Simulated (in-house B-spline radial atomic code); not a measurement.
Sm⁵⁺: [Xe] (4f5/2)3 (an excited or competing configuration)

Level of theory: Dirac-Hartree-Fock, average of the jj configuration, Fermi nucleus of rms radius 5.0819 fm; calculated with an all-electron radial atomic-structure program (B-spline basis).

Effective charges: Z_r = [3n² - l(l+1)]/(2<r>) from the radius, Z_e = n√(-2ε) from the energy, and Slater's rules. Values are occupation-weighted means over j. An effective charge above Z reflects the relativistic contraction of the inner shells.

| shell | electrons | ε (eV) | <r> (bohr) | Z_r | Z_e | Slater |
| --- | --- | --- | --- | --- | --- | --- |
| 1s | 2 | -47184 | 0.02274 | 65.97 | 58.89 | 61.70 |
| 2s | 2 | -7890.2 | 0.09641 | 62.23 | 48.16 | 57.85 |
| 2p | 6 | -7060.5 | 0.08522 | 58.67 | 45.56 | 57.85 |
| 3s | 2 | -1841.7 | 0.2536 | 53.23 | 34.90 | 50.75 |
| 3p | 6 | -1574.3 | 0.252 | 49.61 | 32.27 | 50.75 |
| 3d | 10 | -1201.5 | 0.2306 | 45.54 | 28.19 | 40.85 |
| 4s | 2 | -450.34 | 0.5751 | 41.74 | 23.01 | 34.25 |
| 4p | 6 | -358.42 | 0.6062 | 37.94 | 20.53 | 34.25 |
| 4d | 10 | -223.29 | 0.659 | 31.86 | 16.20 | 22.85 |
| 5s | 2 | -116.12 | 1.324 | 28.32 | 14.61 | 13.70 |
| 5p | 6 | -87.961 | 1.474 | 24.76 | 12.71 | 13.70 |
| 4f | 3 | -86.99 | 0.7831 | 22.99 | 10.11 | 15.30 |

The least bound orbital is 5p3/2 at -86.13 eV, and it is also the most diffuse (<r> = 1.496 bohr).

For the 1s electron the small component carries 5.31 % of the norm, the zero-frequency Breit interaction raises the level by 136.1 eV, self-energy by 80.75 eV, and vacuum polarisation lowers it by 12.77 eV.
